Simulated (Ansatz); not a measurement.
A nudged elastic band was laid between two geometries of Cl4Zr + H2 (7 atoms, charge 0, multiplicity 1).

Computed with Ansatz 0.2.0, RKS BLYP/def2-SVP.

```json
{
  "movable images": "5",
  "climbing image": "yes",
  "spring": "5.0 eV/Å²",
  "optimiser": "quadratic models (default)",
  "start path": "through a guess of the saddle point",
  "force threshold": "0.05 eV/Å",
  "iteration limit": "60",
  "end points": "relaxed"
}
```

Initial state:

```xyz
7
Properties=species:S:1:pos:R:3
Zr 0.586 0.000 -0.181
Cl 0.623 0.000 2.174
Cl 2.795 0.000 -0.995
Cl -0.528 1.923 -0.958
Cl -0.528 -1.923 -0.958
H -3.574 0.000 1.526
H -3.104 0.000 2.132
```

Final state:

```xyz
7
Properties=species:S:1:pos:R:3
Zr -0.332 0.000 -0.700
Cl -0.732 0.000 3.721
Cl 1.874 0.000 0.097
Cl -0.922 1.962 -1.843
Cl -0.922 -1.962 -1.843
H -1.440 0.000 0.791
H -1.258 0.000 2.517
```

Problem. What changes between the two ends?

Solution. Bonds broken: Zr1–Cl2, H6–H7. Bonds formed: Zr1–H6, Cl2–H7. Cl4Zr + H2 becomes Cl3HZr + ClH.

Problem. What energy profile does the band end with?

Solution. The run converged. The highest image is number 5 of 0 to 6, 2.00 eV above the first end and 0.06 eV above the last; the last end lies 1.94 eV above the first. A vibrational analysis at the climbing image gives 2 clearly imaginary modes (81i, 50i cm⁻¹): a point of higher order. A lower path may pass nearby, or the ends, which weren't checked, may share the extra mode. The orbitals stay closed-shell, which can raise the energy where a bond breaks towards radicals; this wasn't checked here.

```
image  path coordinate (Å)  energy (eV)  Zr1–Cl2 (Å)  H6–H7 (Å)  Zr1–H6 (Å)
    0                 0.00         0.00         2.36       0.77        4.50
    1                 0.85         0.01         2.36       0.77        3.77
    2                 1.69         0.09         2.37       0.77        3.00
    3                 2.54         0.42         2.44       0.78        2.40
    4                 3.39         1.47         2.80       0.91        2.03
    5                 4.24         2.00         3.51       1.43        1.88
    6                 5.23         1.94         4.44       1.74        1.86
```

Problem. What is the geometry of the highest image?

Solution. 
```xyz
7
Properties=species:S:1:pos:R:3
Zr -0.411 0.000 -0.378
Cl -0.274 0.000 3.125
Cl 1.893 0.000 0.135
Cl -0.938 1.920 -1.610
Cl -0.938 -1.920 -1.610
H -1.811 0.000 0.882
H -1.253 0.000 2.197
```

The run took 96 s on 4 threads of Arm Neoverse V1, on a shared host, peak memory 0.18 GiB.
